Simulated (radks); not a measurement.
The numbers below are computed, except where a source is named.
The strontium ion Sr+ inside a hard spherical wall (all orbitals vanish at R), configuration held at [Kr] 5s1 and not refilled when levels cross. Code: a radial shooting solver on a logarithmic mesh with Libxc functionals. Model: scalar-relativistic Kohn-Sham, PBE, spin-polarised, spherical densities, point nucleus; open shells are filled with parallel spins first (spin-orbit coupling, left out, can overturn this in heavy ions). Eigenvalues in eV for spin up, with the zero of energy where the potential of the charges vanishes at infinity; a dash marks a level that is unbound or too diffuse for the functional's potential to be trusted. A positive occupied level is held by the wall or, in an anion where self-interaction has pushed it up, behind a barrier. The pressure on the wall is -dE/dV.

[
 {"R (bohr)": "free", "E (hartree)": "-3179.28347", "kinetic (hartree)": "3260.333", "e(3d)": "-134.40", "e(4s)": "-47.245", "e(4p)": "-29.152", "e(5s)": "-8.677", "e(4d, empty)": "-7.009", "e(5p, empty)": "-5.699", "pressure (GPa)": "0"},
 {"R (bohr)": "15", "E (hartree)": "-3179.28347", "kinetic (hartree)": "3260.333", "e(3d)": "-134.40", "e(4s)": "-47.245", "e(4p)": "-29.152", "e(5s)": "-8.677", "e(4d, empty)": "-7.009", "e(5p, empty)": "-5.698", "pressure (GPa)": "< 0.0001"},
 {"R (bohr)": "6", "E (hartree)": "-3179.24007", "kinetic (hartree)": "3260.568", "e(3d)": "-133.41", "e(4s)": "-46.345", "e(4p)": "-28.293", "e(5s)": "-7.110", "e(4d, empty)": "-6.034", "e(5p, empty)": "-2.690", "pressure (GPa)": "3.02"},
 {"R (bohr)": "5", "E (hartree)": "-3179.15515", "kinetic (hartree)": "3260.919", "e(3d)": "-132.41", "e(4s)": "-45.493", "e(4p)": "-27.491", "e(5s)": "-4.503", "e(4d, empty)": "-4.810", "e(5p, empty)": "1.326", "pressure (GPa)": "13.4"},
 {"R (bohr)": "4", "E (hartree)": "-3178.86220", "kinetic (hartree)": "3262.095", "e(3d)": "-129.86", "e(4s)": "-43.531", "e(4p)": "-25.574", "e(5s)": "3.310", "e(4d, empty)": "-1.565", "e(5p, empty)": "11.954", "pressure (GPa)": "79.7"},
 {"R (bohr)": "2.5", "E (hartree)": "-3174.85697", "kinetic (hartree)": "3276.982", "e(3d)": "-108.81", "e(4s)": "-27.259", "e(4p)": "-7.209", "e(5s)": "72.039", "e(4d, empty)": "25.312", "e(5p, empty)": "90.484", "pressure (GPa)": "3140"},
 {"R (bohr)": "2", "E (hartree)": "-3167.05205", "kinetic (hartree)": "3301.775", "e(3d)": "-85.313", "e(4s)": "-2.449", "e(4p)": "21.522", "e(5s)": "166.70", "e(4d, empty)": "62.208", "e(5p, empty)": "190.37", "pressure (GPa)": "15600"}
]
